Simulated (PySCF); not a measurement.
**Working with the constants of GaP⁻**

ROHF-CCSD(T) constants of GaP⁻, ²Σ⁺ (doublet), unpaired electrons σ ↑ (PySCF, no relativity, basis sets Ga def2-TZVPPD, P def2-TZVPPD; masses 68.9256 and 30.9738 u):

- ωe: 443.4 cm⁻¹
- ωexe: 1.69 cm⁻¹
- Be: 0.17131 cm⁻¹
- αe: 0.000880 cm⁻¹

Problem. What force constant and bond length do these constants imply?

Solution. Reduced mass μred = 21.370 u; k = 5.8918×10⁻⁷·μred·ωe² (u, cm⁻¹, mdyn/Å) = 2.48 mdyn/Å; Re = √(16.8576/(μred·Be)) (u, cm⁻¹, Å) = 2.146 Å.

Problem. Estimate the centrifugal constant D from the Kratzer relation and find the Dunham coefficient a1.

Solution. D = 4Be³/ωe² = 1.02e-07 cm⁻¹; a1 = −1 − αeωe/(6Be²) = -3.22.

Correlated steps freeze 14 core orbitals. Spin–orbit coupling is left out. The state is the lowest determinant that a PBE0 search found; another state may lie lower at other levels.
